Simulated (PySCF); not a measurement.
# What a mistake does to a calculation on AlBClH3

Calculated results; nothing here was measured. They come from PySCF 2.14.0, an open-source quantum chemistry program, on an isolated molecule that a program drew, which may never have been made. The molecule is AlBClH3 (charge 0, singlet), drawn as the SMILES string `[BH2][AlH][Cl]`.

Each row is a Hartree-Fock (HF) and frozen-core CCSD(T) single point in the cc-pV(D+d)Z basis, meant for a local HF minimum. Run 1 is clean. Each other run has one planted mistake out of seven kinds, and not every kind appears here: one electron removed, one electron added, multiplicity raised by two, geometry at a saddle point, minimal basis STO-3G, one bond length entered in bohr, all coordinates scaled. The reference is restricted for singlets and unrestricted otherwise, and also for a bond in bohr. Adding or removing an electron swaps singlet and doublet. Electrons count all cores. HOMO and LUMO are orbital energies over both spins, the gradient is its largest component, and the lowest frequency (negative if imaginary) is given only where the gradient is small. Bond lengths are over the 5 bonds as drawn. T1 is the CCSD diagnostic: over 0.02 (restricted) or 0.045 (unrestricted) a single reference is doubtful.

Geometry of the clean run:
```xyz
6
AlBClH3, angstrom
B     0.7573    3.4605    2.4605
Al    0.6347    1.4261    1.8098
Cl    1.4644   -0.0644    3.0850
H     1.6921    4.1655    2.1861
H    -0.1021    3.9728    3.1275
H    -0.0094    0.8971    0.4736
```

| run | electrons | basis functions | <S^2> | HOMO (eV) | LUMO (eV) | gradient (hartree/bohr) | lowest frequency (cm^-1) | mean bond (Å) | longest bond (Å) | T1 | HF (hartree) | CCSD(T) (hartree) | mistake |
|---|---|---|---|---|---|---|---|---|---|---|---|---|---|
| 1 | 38 | 75 | 0.000 | -10.53 | 1.01 | 1.1e-05 | 147 | 1.6498 | 2.139 | 0.0102 | -727.88579 | -728.21475 | no fault |
| 2 | 39 | 75 | 0.761 | -0.82 | 6.03 | 5.2e-02 | - | 1.6498 | 2.139 | 0.0118 | -727.87919 | -728.22771 | one electron added |
| 3 | 38 | 75 | 0.000 | -10.54 | 1.05 | 9.0e-03 | - | 1.6201 | 2.101 | 0.0100 | -727.88431 | -728.21292 | ? |
| 4 | 37 | 75 | 0.777 | -17.31 | -8.40 | 7.9e-02 | - | 1.6498 | 2.139 | 0.0327 | -727.53837 | -727.85012 | ? |

**Which mistake was planted in run 3, and what did it cost?**

The mean and the longest bond both change by the same factor, 0.982, and the gradient is no longer small. So the mistake is: all coordinates scaled. Subtracting run 1 and multiplying by 627.51 kcal/mol a hartree, the energy moved by 0.9 kcal/mol in HF and 1.1 kcal/mol in CCSD(T).

**Which mistake was planted in run 4, and what did it cost?**

It counts 37 electrons, one fewer than the clean run, at the same geometry and basis. So the mistake is: one electron removed. Subtracting run 1 and multiplying by 627.51 kcal/mol a hartree, the energy moved by 218.0 kcal/mol in HF and 228.8 kcal/mol in CCSD(T).

